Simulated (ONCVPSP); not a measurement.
**LDA (Perdew-Zunger) ONCV dataset for Zn, scalar-relativistic all-electron reference.**

* Element: zinc
* Generator: ONCVPSP 4.0.1
* Type: optimised norm-conserving Vanderbilt (ONCV)
* Functional: LDA (Perdew-Zunger)
* Relativity: scalar-relativistic
* Frozen core: [Ne]
* Valence charge: 20
* Reference configuration: 3s2 3p6 3d10 4s2
* Partial waves: 3s+4s: rc 1.20 bohr, ncon 4, nbas 7, qcut 13.3 1/bohr, 2 projectors; 3p: rc 0.65 bohr, ncon 5, nbas 9, qcut 11.2 1/bohr, 2 projectors, debl 0.5 Ha; 3d: rc 1.10 bohr, ncon 3, nbas 8, qcut 11.6 1/bohr, 2 projectors, debl 0.6 Ha
* Local potential: polynomial inside 0.50 bohr (lpopt 5, dvloc0 -1 Ha)
* Core correction: Teter function, fcfact 3, rcfact 1.4

In the p channel the program set the typed energies aside and used -3.060, 0.250 Ha.

All-electron outer shells of the reference configuration (LDA (Perdew-Zunger), scalar-relativistic, ld1.x):

```tsv
shell	level (eV)	outermost node (bohr)	outermost maximum (bohr)
2p	-1003.46	–	0.15
3s	-128.62	0.28	0.59
3p	-83.26	0.25	0.59
3d	-10.42	–	0.56
4s	-6.23	0.85	2.09
```

**Question.** Estimate the cutoffs (Ha) at which the residual kinetic energy of the hardest occupied pseudo-wave falls to 1 and 0.1 mHa per electron.

**Answer.** 258 Ha and 547 Ha.

**Question.** Does the potential have ghost states?

**Answer.** No bound ghost flagged; GHOST(+) flagged for s at 314.4 eV.

**Question.** Which valence shell sets the plane-wave cutoff?

**Answer.** 3p: 258 Ha for 1 mHa per electron, against 62 Ha for 3d.

**Question.** Tests: 3s2 3p6 3d10 4s1; 3s2 3p6 3d10 4s0; 3s2 3p6 3d9 4s0; 3s2 3p6 3d10 4s0 4p1. Which has the largest error in its energy relative to the reference configuration, and how large is it?

**Answer.** 3s2 3p6 3d9 4s0, with -9.5 meV (all-electron minus pseudo) on +69.85 eV.
